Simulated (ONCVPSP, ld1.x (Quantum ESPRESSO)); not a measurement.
# Potentials for Sn (Z = 50) compared

Generated with ld1.x 7.5 (TM, RRKJ, ultrasoft, PAW), atompaw 4.2 or ONCVPSP 4.0.1. The cutoff is in Ry: for ld1.x and atompaw files where the sum of valence levels is converged to 10 mRy in a Bessel basis, for ONCV files where the hardest occupied wave has 1 mHa per electron of residual kinetic energy. The error is the largest all-electron minus pseudo excitation energy over each file’s own four to seven test configurations (ionisations up to +4, promotions, holes and added fractions of an electron), all of which were solved. The labels leave out finer settings (local radius, basis sizes, second energies), which also bear on the numbers. Spin-polarised tests are not counted. The rows are a selection from randomly drawn settings: files with unsolved tests, undetermined cutoffs or missed reference levels are left out.

A true bound ghost makes a file unfit for plane-wave use even where its test errors are small: the radial tests pick states by their node count and pass the ghost by.

| potential | cutoff (Ry) | largest error (meV) | bound ghosts |
| --- | --- | --- | --- |
| ONCV, LDA (Perdew-Zunger), scalar-relativistic, rc 1.85/2.10/1.70 (spd), local smoothed, core correction no, reference 4d10 5s2 5p2, qcut 3.5/4.1/10.2, projectors 2/2/1 | 70 | -192 | s |
| TM, PBEsol, scalar-relativistic, rc 1.90/2.65/1.40 (spd), local s, core correction yes, reference 4d10 5s2 5p1 | 90 | -423 | none |
| ONCV, PBE, scalar-relativistic, rc 1.40/1.40/1.40 (spd), local d, core correction yes, reference 4s2 4p6 4d10 5s2 5p1.75, qcut 7/8.7/12.4, projectors 2/2/0 | 91 | -14 | none |
| ONCV, LDA (Perdew-Zunger), scalar-relativistic, rc 1.80/1.90/1.35 (spd), local d, core correction no, reference 4d10 5s2, qcut 3/4.9/9.6, projectors 2/2/0 | 77 | -185 | s |

**Question.** Fill in the row for Sn: ONCV, LDA (Perdew-Wang 92), scalar-relativistic, rc 1.35/1.50/1.35 (spd), local smoothed, core correction yes, reference 4s2 4p6 4d10 5s2, qcut 10.2/10.9/10.1, projectors 2/2/2.

**Answer.** cutoff 78 Ry, largest error +11 meV, bound ghosts: none.

**Question.** Fill in the row for Sn: ONCV, PW91, scalar-relativistic, rc 1.55/1.35/1.45 (spd), local smoothed, core correction no, reference 4s2 4p6 4d10 5s2 5p2, qcut 6.4/10.7/11.7, projectors 2/2/1.

**Answer.** cutoff 86 Ry, largest error -87 meV, bound ghosts: none.
